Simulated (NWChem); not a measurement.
System: CH$_{4}$O$_{3}$Si; SMILES O=CO[SiH2]O

Here is an NWChem input.

```
start job
memory heap 200 mb stack 900 mb global 1100 mb
geometry units angstroms noautoz
  O      0.622149    -1.561415     0.577548
  C     -0.424153    -1.547143    -0.019246
  O     -1.048992    -0.447047    -0.405104
  Si    -0.361280     1.073100     0.043492
  O      1.232008     1.131180    -0.363362
  H     -0.978386    -2.462320    -0.313673
  H     -0.621726     1.219496     1.499771
  H     -1.091987     2.063973    -0.773797
  H      1.739276     0.408240     0.030209
end
basis spherical
  * library 6-31g*
end
dft
  xc pbe0
  iterations 150
end
tddft
  nroots 6
  notriplet
end
task tddft energy
```

Coordinates come from a PBE0/def2-SVP optimisation.

Vertical excitations in the gas phase.

Task: Give the results of this calculation. (PBE0/6-31G* (spherical d), full TDDFT.) Quantities: lowest excitation, singlet (eV); oscillator strength of that lowest state; lowest state with f > 0.02, singlet (eV); oscillator strength of that bright state; orbital gap (eV).

Result: 
| Quantity | Result |
|---|---|
| lowest excitation, singlet (eV) | 5.88 |
| oscillator strength of that lowest state | 0.001 |
| lowest state with f > 0.02, singlet (eV) | 8.03 |
| oscillator strength of that bright state | 0.040 |
| orbital gap (eV) | 8.28 |
